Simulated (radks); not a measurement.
Excited configurations of Rh2+: one electron is placed in a higher orbital outside [Kr] 4d6. The ground configuration is [Kr] 4d7. Calculated with a radial shooting solver on a logarithmic mesh with Libxc functionals: scalar-relativistic Kohn-Sham, PBEsol, spin-polarised, spherical densities, point nucleus; open shells are filled with parallel spins first (spin-orbit coupling, left out, can overturn this in heavy ions). Excitation = E - E(ground); binding = E(ion) - E, where the ion is the core of charge +3; n* = 3/sqrt(2 binding) in atomic units, and the quantum defect is n - n*.

| outer orbital | excitation (eV) | binding (eV) | eigenvalue (eV) | <r> (bohr) |
|---|---|---|---|---|
| 4f | 22.600 | 8.321 | -6.536 | 5.186 |
| 5s | 4.676 | 26.245 | -22.255 | 2.539 |
| 5p | 11.265 | 19.656 | -16.373 | 3.010 |
| 6s | 18.800 | 12.121 | -10.465 | 5.263 |
| 6f | 26.884 | 4.037 | -3.414 | 13.57 |
| 7p | 24.755 | 6.166 | -5.345 | 9.991 |
| 7d | 26.231 | 4.690 | -4.041 | 12.62 |

The Delta-SCF ionisation energy is 30.921 eV (NIST Atomic Spectra Database: 31.060 eV, semi-empirical). Self-interaction in the functional shifts the binding energies and quantum defects, so they are the method's values and not measured ones. Open shells are spherical and high-spin; term and fine-structure splittings are not resolved.
